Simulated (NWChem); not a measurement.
System: GaH$_{3}$; SMILES [GaH3]

Parts of the log:

```
             Northwest Computational Chemistry Package (NWChem) 7.3.0
             --------------------------------------------------------

 D3H symmetry detected

                             Geometry "geometry" -> ""
                             -------------------------

 Output coordinates in angstroms (scale by  1.889725989 to convert to a.u.)

  No.       Tag          Charge          X              Y              Z
 ---- ---------------- ---------- -------------- -------------- --------------
    1 Ga                  31.0000     0.00000000     0.00000000     0.00000000
    2 H                    1.0000     1.11763930     1.11763930     0.00000000
    3 H                    1.0000     0.40908438    -1.52672368     0.00000000
    4 H                    1.0000    -1.52672368     0.40908438     0.00000000

 Effective nuclear repulsion energy (a.u.)      31.7162213638

      Symmetry information
      --------------------

 Group name             D3h
 Group number             27
 Group order              12
 No. of unique centers     2

                                 NWChem DFT Module
                                 -----------------

 Summary of "ao basis" -> "ao basis" (spherical)
 ------------------------------------------------------------------------------
       Tag                 Description            Shells   Functions and Types
 ---------------- ------------------------------  ------  ---------------------
 Ga                         def2-svp                12       32   5s4p3d
 H                          def2-svp                 3        5   2s1p

      Symmetry analysis of basis
      --------------------------

        a1'        11
        a1"         0
        a2'         1
        a2"         5
        e'         22
        e"          8

  Rotation of axis

            General Information
            -------------------
          SCF calculation type: DFT
          Wavefunction type:  closed shell.
          No. of atoms     :     4
          No. of electrons :    34
           Alpha electrons :    17
            Beta electrons :    17
          Charge           :     0
          Spin multiplicity:     1
          Use of symmetry is: on ; symmetry adaption is: on
          Maximum number of iterations: 150
          AO basis - number of functions:    47
                     number of shells:    21
          Convergence on energy requested:  1.00D-06
          Convergence on density requested:  1.00D-05
          Convergence on gradient requested:  5.00D-04

              XC Information
              --------------
                         SCAN Method XC Functional
                  SCAN metaGGA Exchange Functional  1.000
                        SCAN Correlation Potential  1.000

             Grid Information
             ----------------
          Grid used for XC integration:  medium
          Radial quadrature: Mura-Knowles
          Angular quadrature: Lebedev.
          Tag              B.-S. Rad. Rad. Pts. Rad. Cut. Ang. Pts.
          ---              ---------- --------- --------- ---------
          Ga                  1.30      112           7.0       590
          H                   0.35       45           8.0       434
          Grid pruning is: on
          Number of quadrature shells:   157
          Spatial weights used:  Erf1

      Superposition of Atomic Density Guess
      -------------------------------------

 Sum of atomic energies:       -1924.47369808

      Non-variational initial energy
      ------------------------------

 Total energy =   -1924.560893
 1-e energy   =   -2748.857872
 2-e energy   =     792.580758
 HOMO         =      -0.351454
 LUMO         =      -0.020353

      Symmetry analysis of molecular orbitals - initial
      -------------------------------------------------

  Numbering of irreducible representations:

     1 a1'         2 a1"         3 a2'         4 a2"         5 e'
     6 e"

  Orbital symmetries:

     1 a1'         2 a1'         3 e'          4 e'          5 a2"
     6 a1'         7 e'          8 e'          9 a2"        10 e'
    11 e'         12 a1'        13 e"         14 e"         15 a1'
    16 e'         17 e'         18 a2"        19 a1'        20 e'
    21 e'         22 a1'        23 e'         24 e'         25 a2"
    26 e"         27 e"

     ---------------------------------------------
      Total Density - Mulliken Population Analysis
     ---------------------------------------------

    Atom       Charge   Shell Charges
 -----------   ------   -------------------------------------------------------
    1 Ga  31    30.41   2.00  2.00  2.00  1.01  0.25  6.00  5.98  0.69  0.46  8.09  1.83  0.10
    2 H    1     1.20   0.70  0.49  0.01
    3 H    1     1.20   0.70  0.49  0.01
    4 H    1     1.20   0.70  0.49  0.01

   convergence    iter        energy       DeltaE   RMS-Dens  Diis-err
 ---------------- ----- ----------------- --------- --------- ---------
 d= 0,ls=0.0,diis     1  -1926.5126143890 -1.96D+03  1.12D-02  9.36D-02
 d= 0,ls=0.0,diis     2  -1926.5291428168 -1.65D-02  2.14D-03  2.82D-02
 d= 0,ls=0.0,diis     3  -1926.5309927798 -1.85D-03  7.71D-04  5.30D-03
 d= 0,ls=0.0,diis     4  -1926.5311841098 -1.91D-04  4.92D-04  8.99D-04
 d= 0,ls=0.0,diis     5  -1926.5312622052 -7.81D-05  2.46D-05  1.10D-06
 d= 0,ls=0.0,diis     6  -1926.5312624126 -2.07D-07  1.74D-06  1.20D-08

         Total DFT energy =    -1926.531262412571
      One electron energy =    -2748.195289263633
           Coulomb energy =      866.225415175904
    Exchange-Corr. energy =      -76.277609688673
 Nuclear repulsion energy =       31.716221363830

 Numeric. integr. density =       34.000022436190

                  Occupations of the irreducible representations
                  ----------------------------------------------

                     irrep           alpha         beta
                     --------     --------     --------
                     a1'               5.0          5.0
                     a1"               0.0          0.0
                     a2'               0.0          0.0
                     a2"               2.0          2.0
                     e'                8.0          8.0
                     e"                2.0          2.0

                       DFT Final Molecular Orbital Analysis
                       ------------------------------------

 Vector   15  Occ=2.000000D+00  E=-4.264439D-01  Symmetry=a1'
              MO Center=  9.6D-17, -2.3D-17, -2.7D-17, r^2= 2.1D+00
   Bfn.  Coefficient  Atom+Function         Bfn.  Coefficient  Atom+Function
  ----- ------------  ---------------      ----- ------------  ---------------
     4      0.683901  1 Ga s                  3     -0.395340  1 Ga s
    33      0.179261  2 H  s                 38      0.179261  3 H  s
    43      0.179261  4 H  s                  2      0.086303  1 Ga s
     5      0.079252  1 Ga s                 20      0.067686  1 Ga d  0
    34      0.065776  2 H  s                 39      0.065776  3 H  s

 Vector   16  Occ=2.000000D+00  E=-2.807330D-01  Symmetry=e'
              MO Center= -3.7D-01, -4.0D-01,  1.3D-16, r^2= 2.6D+00
   Bfn.  Coefficient  Atom+Function         Bfn.  Coefficient  Atom+Function
  ----- ------------  ---------------      ----- ------------  ---------------
    38      0.325643  3 H  s                 43     -0.318103  4 H  s
    13     -0.228456  1 Ga py                12      0.219371  1 Ga px
    39      0.216323  3 H  s                 44     -0.211314  4 H  s
    10      0.130413  1 Ga py                 9     -0.125227  1 Ga px
    22      0.107196  1 Ga d  2              16     -0.102957  1 Ga py

 Vector   17  Occ=2.000000D+00  E=-2.807330D-01  Symmetry=e'
              MO Center=  3.7D-01,  4.0D-01,  4.4D-15, r^2= 2.6D+00
   Bfn.  Coefficient  Atom+Function         Bfn.  Coefficient  Atom+Function
  ----- ------------  ---------------      ----- ------------  ---------------
    33      0.371667  2 H  s                 34      0.246897  2 H  s
    12      0.228456  1 Ga px                13      0.219371  1 Ga py
    43     -0.192363  4 H  s                 38     -0.179304  3 H  s
     9     -0.130413  1 Ga px                44     -0.127786  4 H  s
    10     -0.125227  1 Ga py                39     -0.119111  3 H  s

 Vector   18  Occ=0.000000D+00  E=-8.628843D-02  Symmetry=a2"
              MO Center=  1.5D-15,  1.1D-15, -1.7D-17, r^2= 3.3D+00
   Bfn.  Coefficient  Atom+Function         Bfn.  Coefficient  Atom+Function
  ----- ------------  ---------------      ----- ------------  ---------------
    17      0.630186  1 Ga pz                14      0.499912  1 Ga pz
    11     -0.238593  1 Ga pz                 8      0.076902  1 Ga pz

 Vector   19  Occ=0.000000D+00  E= 3.022220D-02  Symmetry=a1'
              MO Center= -1.6D-14, -1.1D-14,  1.3D-17, r^2= 3.7D+00
   Bfn.  Coefficient  Atom+Function         Bfn.  Coefficient  Atom+Function
  ----- ------------  ---------------      ----- ------------  ---------------
     4      1.184629  1 Ga s                  5      0.736672  1 Ga s
    34     -0.730933  2 H  s                 39     -0.730933  3 H  s
    44     -0.730933  4 H  s                  3     -0.394888  1 Ga s
    33     -0.234004  2 H  s                 38     -0.234004  3 H  s
    43     -0.234004  4 H  s                 20     -0.114466  1 Ga d  0

 Vector   20  Occ=0.000000D+00  E= 8.035700D-02  Symmetry=e'
              MO Center=  1.0D-01,  4.8D-01, -2.6D-15, r^2= 4.8D+00
   Bfn.  Coefficient  Atom+Function         Bfn.  Coefficient  Atom+Function
  ----- ------------  ---------------      ----- ------------  ---------------
    16      1.358942  1 Ga py                39      1.185126  3 H  s
    44     -0.841016  4 H  s                 15     -0.741168  1 Ga px
    34     -0.344110  2 H  s                 13      0.267450  1 Ga py
    38      0.178220  3 H  s                 12     -0.145868  1 Ga px
    22      0.133637  1 Ga d  2              43     -0.126472  4 H  s

     ---------------------------------------------
      Total Density - Mulliken Population Analysis
     ---------------------------------------------

    Atom       Charge   Shell Charges
 -----------   ------   -------------------------------------------------------
    1 Ga  31    30.70   2.00  2.00  2.00  1.16  0.13  6.00  5.98  0.96  0.45  8.02  1.81  0.19
    2 H    1     1.10   0.69  0.40  0.01
    3 H    1     1.10   0.69  0.40  0.01
    4 H    1     1.10   0.69  0.40  0.01

     -------------------------------------------
      Total Density - Lowdin Population Analysis
     -------------------------------------------

    Atom       Charge   Shell Charges
 -----------   ------   -------------------------------------------------------
    1 Ga  31    30.75   2.00  2.00  1.95  0.77  0.34  5.99  5.84  1.05  0.71  7.75  2.02  0.34
    2 H    1     1.08   0.60  0.46  0.02
    3 H    1     1.08   0.60  0.46  0.02
    4 H    1     1.08   0.60  0.46  0.02

     Multipole analysis of the density
     ---------------------------------

     L   x y z        total         alpha         beta         nuclear
     -   - - -        -----         -----         ----         -------
     0   0 0 0     -0.000000    -17.000000    -17.000000     34.000000

     1   1 0 0     -0.000000     -0.000000     -0.000000     -0.000000
     1   0 1 0     -0.000000     -0.000000     -0.000000      0.000000
     1   0 0 1      0.000000      0.000000      0.000000      0.000000

     2   2 0 0    -15.691276    -14.536657    -14.536657     13.382038
     2   1 1 0      0.000000      0.000000      0.000000     -0.000000
     2   1 0 1      0.000000      0.000000      0.000000      0.000000
     2   0 2 0    -15.691276    -14.536657    -14.536657     13.382038
     2   0 1 1      0.000000      0.000000      0.000000      0.000000
     2   0 0 2    -11.849226     -5.924613     -5.924613      0.000000

            General Information
            -------------------
          SCF calculation type: DFT
          Wavefunction type:  closed shell.
          No. of atoms     :     4
          No. of electrons :    34
           Alpha electrons :    17
            Beta electrons :    17
          Charge           :     0
          Spin multiplicity:     1
          Use of symmetry is: on ; symmetry adaption is: on
          Maximum number of iterations: 150
          AO basis - number of functions:    47
                     number of shells:    21
          Convergence on energy requested:  1.00D-06
          Convergence on density requested:  1.00D-05
          Convergence on gradient requested:  5.00D-04

              XC Information
              --------------
                         SCAN Method XC Functional
                  SCAN metaGGA Exchange Functional  1.000
                        SCAN Correlation Potential  1.000

             Grid Information
             ----------------
          Grid used for XC integration:  medium
          Radial quadrature: Mura-Knowles
          Angular quadrature: Lebedev.
          Tag              B.-S. Rad. Rad. Pts. Rad. Cut. Ang. Pts.
          ---              ---------- --------- --------- ---------
          Ga                  1.30      112           7.0       590
          H                   0.35       45           8.0       434
          Grid pruning is: on
          Number of quadrature shells:   157
          Spatial weights used:  Erf1

          Convergence Information
          -----------------------
          Convergence aids based upon iterative change in
          total energy or number of iterations.
          Levelshifting, if invoked, occurs when the
          HOMO/LUMO gap drops below (HL_TOL):  1.00D-02
          DIIS, if invoked, will attempt to extrapolate
          using up to (NFOCK): 10 stored Fock matrices.

                    Damping( 0%)  Levelshifting(0.5)       DIIS
                  --------------- ------------------- ---------------
          dE  on:    start            ASAP                start
          dE off:    2 iters        150 iters           150 iters

                            NWChem DFT Gradient Module
                            --------------------------

  charge          =   0.00
  wavefunction    = closed shell

  Rotation of axis
  Using symmetry

                         DFT ENERGY GRADIENTS

    atom               coordinates                        gradient
                 x          y          z           x          y          z
   1 Ga      0.000000   0.000000   0.000000    0.000000   0.000000   0.000000
   2 H       2.112032   2.112032   0.000000    0.003836   0.003836   0.000000
   3 H       0.773057  -2.885089   0.000000    0.001404  -0.005240   0.000000
   4 H      -2.885089   0.773057   0.000000   -0.005240   0.001404   0.000000
```

Level: SCAN/def2-SVP. The geometry was optimised at PBE-D3(BJ)/def2-SVP.

Reconstruct the input file.

Several could match; the one computed here: the input that was run:
```
start job
memory heap 200 mb stack 900 mb global 1100 mb
geometry units angstroms noautoz
  Ga     0.000000     0.000000     0.000000
  H      1.117639     1.117639     0.000000
  H      0.409084    -1.526724     0.000000
  H     -1.526724     0.409084     0.000000
end
basis spherical
  * library def2-svp
end
dft
  xc scan
  iterations 150
  mulliken
end
task dft gradient
```
